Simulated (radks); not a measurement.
Question: All-electron atom: Ca II in [Ar] 4s1 (the NIST ground configuration). Method: scalar-relativistic Kohn-Sham, LDA (Slater exchange, VWN5 correlation), spin-polarised, spherical densities, finite nucleus; open shells are filled with parallel spins first; Fermi nuclear charge, rms radius 3.4776 fm; hard spherical wall at 1.5 bohr; computed with a radial shooting solver on a logarithmic mesh with Libxc functionals. Some entries of the table are withheld. Estimate them.

orbital,occ.,eigenvalue (eV),r(max) (bohr),<r> (bohr)
1s up,1,-3823.192,0.05042,0.07710
1s down,1,-3821.848,0.05043,0.07711
2s up,1,-326.3491,0.3043,0.3740
2s down,1,-325.2415,0.3044,0.3740
2p up,3,-244.5790,0.2512,0.3395
2p down,3,-243.4859,0.2513,0.3395
3s up,1,36.3490,0.9089,0.8642
3s down,1,37.4961,0.9088,0.8643
3p up,3,60.6626,0.9095,0.8528
3p down,3,61.8286,0.9094,0.8529
3d up,0,90.4284,0.8399,0.8329
3d down,0,91.6542,0.8412,0.8330
4s up,1,(1),1.199,0.8604
4s down,0,(2),1.198,0.8604
4p up,0,333.3698,1.194,0.8335
4p down,0,335.2051,1.194,0.8332
5s up,0,(3),1.296,0.8318
5s down,0,(4),1.296,0.8318

Answer: 
(1) 4s up eigenvalue (eV): 328.7420
(2) 4s down eigenvalue (eV): 330.6465
(3) 5s up eigenvalue (eV): 773.2823
(4) 5s down eigenvalue (eV): 774.6781
